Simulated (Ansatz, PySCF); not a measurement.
HNaO, charge +1, doublet, at a GFN2-xTB geometry (such geometries of metal compounds can be far from the true shape) (a state made from the parent by changing its charge; the spin is typed, not shown lowest). Base run: PySCF with WB97M-V/6-31G**.

PySCF was given this input:
```python
from pyscf import gto, scf, dft

mol = gto.Mole()
mol.atom = '''
    Na   -0.000000   -0.000000   -0.980155
    O     0.000000    0.000000    1.089810
    H     0.000000    0.000000    2.063217
'''
mol.basis = '6-31g**'
mol.charge = 1
mol.spin = 1
mol.verbose = 4
mol.build()

mf = dft.UKS(mol)
mf.xc = 'wb97m_v'
mf.kernel()
```

The same geometry, method and basis name were run in Ansatz (a first-principles code) and PySCF, at each program's defaults and at the settings that a row names. The base is PySCF at its defaults. Differences at the defaults can come from grids, fitting, cores and function types together.

| code and settings | ΔE vs base (µEh) | basis functions | E (Eh) | SCF cycles |
|---|---|---|---|---|
| PySCF, defaults (exact integrals, its default grid, spherical functions) | 0.0 | 37 | -237.79037 | 8 |
| Ansatz, defaults (factorised integrals, its default grid, Cartesian functions) | -553 | 39 | -237.79093 | - |
| PySCF, density fitting with def2-universal-jkfit | -28.2 | 37 | -237.79040 | 8 |
| PySCF, fine grid | 0.2 | 37 | -237.79037 | 8 |
| Ansatz, high accuracy, Cartesian functions as the basis file defines them | -554 | 39 | -237.79093 | - |

Open shells are given as the SCF converged; they aren't shown to be the lowest states, and a large step between rows can be another state.
